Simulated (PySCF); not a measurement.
Here is a job for PySCF.
```python
from pyscf import gto, scf, mcscf
import numpy

mol = gto.M(
    atom='''
Si    0.786551    0.251574    0.289568
C     2.104968   -1.049225   -0.151845
O     1.040545    1.674029   -0.443607
O     0.842595    0.576060    1.891638
Ge   -1.328440   -0.366776   -0.451641
H     1.838641   -2.028632    0.236932
H     2.204591   -1.144308   -1.228604
H     3.080825   -0.789354    0.249477
H     1.716556    2.264818   -0.120691
H     0.681806   -0.112377    2.529311
H    -1.996534    0.560391   -1.414017
H    -2.353891   -0.551342    0.633102
H    -1.424753   -3.541966   -2.152028
''',
    basis='sto-3g',
    charge=0,
    spin=0,
    verbose=3,
)

mf = scf.RHF(mol)
mf.kernel()
mc = mcscf.CASSCF(mf, 4, 6)
mc.kernel()
occ = numpy.linalg.eigvalsh(mc.fcisolver.make_rdm1(mc.ci, mc.ncas, mc.nelecas))[::-1]
ss = mc.fcisolver.spin_square(mc.ci, mc.ncas, mc.nelecas)[0]
print('natural occupations', occ.round(4), ' <S^2>', round(ss, 4))
```

**Question.** What does this run give for the SCF-reference Mulliken (on the basis functions themselves) charges in atom order, SCF-reference dipole moment, SCF-reference HOMO energy, number of basis functions, nuclear repulsion energy, natural occupations of the active orbitals?

**Answer.** 
| Item | Value |
|---|---|
| SCF-reference Mulliken (on the basis functions themselves) charges in atom order | Si1 1.02, C2 -0.39, O3 -0.52, O4 -0.52, Ge5 0.26, H6 0.05, H7 0.06, H8 0.05, H9 0.19, H10 0.18, H11 -0.11, H12 -0.12, H13 -0.17 |
| SCF-reference dipole moment | 2.73 D |
| SCF-reference HOMO energy | -3.47 eV |
| number of basis functions | 50 |
| nuclear repulsion energy | 453.8662 Eh |
| natural occupations of the active orbitals | 2.00, 2.00, 1.14, 0.86 |
